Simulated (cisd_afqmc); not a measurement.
System: AgI, charge 0, singlet. AgI (SMILES [Ag][I]).
B3LYP-D3(BJ)/def2-TZVP minimum from Ansatz:
```
Ag
I 1 2.5929
```

Phaseless AFQMC (cisd_afqmc on Ansatz's integrals) in def2-TZVPP, frozen core: how the trial state and the time step act. The spread is the standard deviation of the local energy over walkers; bars are one sigma, widened where a walk drifts.

| trial | step (1/Eh) | walkers x blocks averaged | spread (Eh) | energy (Eh) |
|---|---|---|---|---|
| CISD | 0.005 | 75500 | 0.055 | -443.3721 ± 0.0004 |
| CISD | 0.0025 | 51100 | 0.057 | -443.3724 ± 0.0004 |
| HF | 0.005 | 195200 | 0.261 | -443.3756 ± 0.0024 |

CCSDT(Q) in the same basis (Ansatz) gives -443.3722 Eh.
